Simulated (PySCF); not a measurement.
Molecule: `n1cc(F)ncc1`, C4H3FN2.

Mapped SMILES: `[F:1][c:2]1[cH:3][n:4][cH:5][cH:6][n:7]1`. Each H is labelled by its parent atom.

Geometry PBE0-D3(BJ)/def2-SVP throughout; GIAO in PySCF, gas phase, one conformer, non-relativistic; equivalent atoms averaged; basis pcSseg-2.

(1) How do the absolute shieldings σ depend on the functional? (a selection of nuclei; ppm; last column core-seconds on shared hosts with different chips, so compare them loosely; the GGAs took longer than the global hybrids here, which isn't the general rule, and the cause wasn't traced)

(2) Which nucleus among those listed moves most, in ppm?

Results:

(1) 
| functional | kind | F1 | C2 | C5 | C6 | C3 | N4 | N7 | H(C5) | H(C6) | core-s |
| --- | --- | --- | --- | --- | --- | --- | --- | --- | --- | --- | --- |
| LDA | LDA | 229.4 | 4.5 | 24.6 | 25.3 | 33.6 | -143.1 | -70.2 | 22.07 | 22.44 | 35 |
| BP86 | GGA | 234.5 | 8.4 | 29.9 | 29.7 | 38.5 | -130.9 | -63.2 | 22.69 | 22.99 | 43 |
| OPBE | GGA | 237.8 | 19.4 | 39.7 | 39.1 | 47.8 | -112.1 | -47.1 | 22.61 | 22.89 | 77 |
| B3LYP | global hybrid | 255.1 | 6.3 | 27.5 | 27.4 | 36.3 | -144.0 | -74.7 | 22.83 | 23.12 | 32 |
| PBE0 | global hybrid | 257.2 | 12.2 | 32.6 | 32.3 | 41.2 | -138.5 | -68.6 | 22.60 | 22.90 | 32 |
| mPW1PW91 | global hybrid | 257.9 | 11.4 | 31.9 | 31.6 | 40.4 | -139.8 | -70.3 | 22.66 | 22.95 | 27 |
| B97-2 | global hybrid | 258.8 | 14.4 | 35.1 | 34.7 | 43.4 | -130.1 | -62.6 | 22.79 | 23.07 | 36 |
| LC-wPBE | range-separated hybrid | 269.8 | 9.7 | 31.1 | 30.2 | 38.9 | -143.5 | -71.1 | 22.59 | 22.88 | 70 |

(2) F1 (aryl fluorine): from 229.4 ppm with LDA to 269.8 ppm with LC-wPBE. The smallest spread is 0.68 ppm, at H(C6). Proton shifts span only some 12 ppm, so a few tenths of a ppm matter as much there as several ppm in carbon.
